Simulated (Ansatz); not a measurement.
Ways to break one bond of CNB(C)C:

A. CNB(C)C -> [CH2]B(C)NC + H atom
B. CNB(C)C -> C[N]B(C)C + H atom
C. CNB(C)C → C[B]NC + [CH3] (CH3)
D. CNB(C)C [N-dimethylboranylmethanamine] -> CB(C)[NH] + [CH3] (CH3)
E. CNB(C)C -> [CH2]NB(C)C + H atom

Quantity: bond dissociation energy (electronic energy difference), kJ/mol. Each molecule is optimised on its own at B3LYP-D3(BJ)/def2-TZVP (Ansatz, an electronic-structure program), one conformer each, not searched for the lowest. Cores are frozen in the correlated levels unless marked. UHF or UKS for open shells. Spin-orbit coupling is left out. Non-relativistic. CBS marks a two-point X^-3 extrapolation of the correlation energy; Hartree-Fock from the larger set.

### Question
Rank them by bond dissociation energy at CCSD(T)/CBS(cc-pVTZ,cc-pVQZ) (Ansatz), lowest first.

### Answer
E (420.1 kJ/mol), D (428.4 kJ/mol), A (435.5 kJ/mol), C (448.0 kJ/mol), B (489.8 kJ/mol)
